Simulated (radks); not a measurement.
The numbers below are computed, except where a source is named.
Ionisation of neutral neon, [Ne], to Ne+, [He] 2s2 2p5, under several functionals. Scalar-relativistic Kohn-Sham, spin-polarised, spherical densities, finite nucleus; open shells are filled with parallel spins first; a radial shooting solver on a logarithmic mesh with Libxc functionals.

| functional | E(Ne) (hartree) | Exc (hartree) | IE (eV) | -e(HOMO) (eV) | <r> HOMO (bohr) | IE error (eV) |
|---|---|---|---|---|---|---|
| exchange-only B88 | -128.73733 | -12.10282 | 20.875 | 12.358 | 0.9862 | -0.689 |
| B86b exchange with PBE correlation | -129.09758 | -12.47963 | 22.015 | 13.370 | 0.9808 | +0.450 |
| exchange-only r2SCAN | -128.73641 | -12.12609 | 21.483 | 13.089 | 0.9772 | -0.082 |
| PBE | -129.01342 | -12.39082 | 21.969 | 13.334 | 0.9815 | +0.405 |
| PW91 | -129.09370 | -12.47633 | 22.084 | 13.435 | 0.9807 | +0.519 |

NIST Atomic Spectra Database: 21.565 eV (measured). Closest: exchange-only r2SCAN. The Delta-SCF values span 1.21 eV, the total energies 0.36 hartree. The highest occupied level is 2p. Open shells are spherical and high-spin; term and fine-structure splittings are not resolved.
